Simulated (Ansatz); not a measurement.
Consider the formal exchange of groups at a C–Al bond: `C=[CH][Al]([CH3])[SiH3]` + `O[SiH](Cl)Cl` → `C=C[Si](O)(Cl)Cl` + `[CH3][AlH][SiH3]`.

Gas-phase electronic energies from Ansatz, PBE0-D4/def2-TZVP geometries. CBS: MP2 limit from def2 TZ/QZ plus the TZ coupled-cluster correction, frozen cores. This one scheme is used for every species. One conformer a species, not always the lowest.

`C=[CH][Al]([CH3])[SiH3]`:

Z-matrix (Å, degrees):
```
C
Al 1 1.954
H 1 1.092 2 113.5
H 1 1.096 2 110.5 3 121.2
H 1 1.096 2 110.6 3 -121.3
C 2 1.945 1 120.8 3 179.4
Si 2 2.465 1 123.1 3 -0.6
C 6 1.336 2 120.7 1 -180.0
H 6 1.091 2 122.9 1 0.0
H 7 1.494 2 112.0 1 -120.6
H 7 1.494 2 111.9 1 120.3
H 7 1.492 2 112.8 1 -0.1
H 8 1.089 6 123.1 2 180.0
H 8 1.089 6 121.8 2 0.0
```

`O[SiH](Cl)Cl`:

Cartesian coordinates in Å:
```
O 0.026 1.327 0.189
Si -0.246 -0.268 0.088
Cl 1.218 -1.330 1.034
Cl -0.291 -0.888 -1.857
H 0.835 1.690 -0.177
H -1.542 -0.531 0.723
```

`C=C[Si](O)(Cl)Cl`:

Cartesian coordinates in Å:
```
C 1.230 -1.252 0.224
C -0.014 -0.898 0.530
Si -0.762 0.664 -0.072
O 0.342 1.439 -0.978
Cl -2.452 0.287 -1.168
Cl -1.358 1.838 1.497
H 1.666 -2.179 0.585
H 1.862 -0.629 -0.400
H -0.618 -1.549 1.158
H 0.104 2.279 -1.375
```

`[CH3][AlH][SiH3]`:

```xyz
10

C    -1.133    1.470   -0.437
Al    0.603    0.601   -0.234
Si    0.755   -1.730    0.540
H    -1.260    1.839   -1.461
H    -1.980    0.821   -0.204
H    -1.194    2.350    0.214
H     1.923    1.426   -0.572
H     0.002   -2.645   -0.370
H     0.135   -1.880    1.891
H     2.148   -2.251    0.635
```

| species | MP2/CBS(def2) energy (Eh) |
| --- | --- |
| `C=[CH][Al]([CH3])[SiH3]` | -650.54611 |
| `O[SiH](Cl)Cl` | -1285.09919 |
| `C=C[Si](O)(Cl)Cl` | -1362.37333 |
| `[CH3][AlH][SiH3]` | -573.27180 |

Problem. Work out ΔE.

Solution. ΔE = (-1362.37333) + (-573.27180) − (-650.54611) − (-1285.09919) = 0.00017 Eh = +0.1 kcal/mol. CCSD(T)/CBS gives +0.1 kcal/mol.

Largest T1 diagnostic among the species: 0.012.

The D4 term adds −1.0 kcal/mol with B3LYP and −0.5 kcal/mol with PBE0; it sums over pairs of atoms, weighted by their polarisabilities, and B3LYP, whose exchange is more repulsive, gets the larger term.

B3LYP here is the variant with VWN-RPA as its local correlation; programs differ in this.
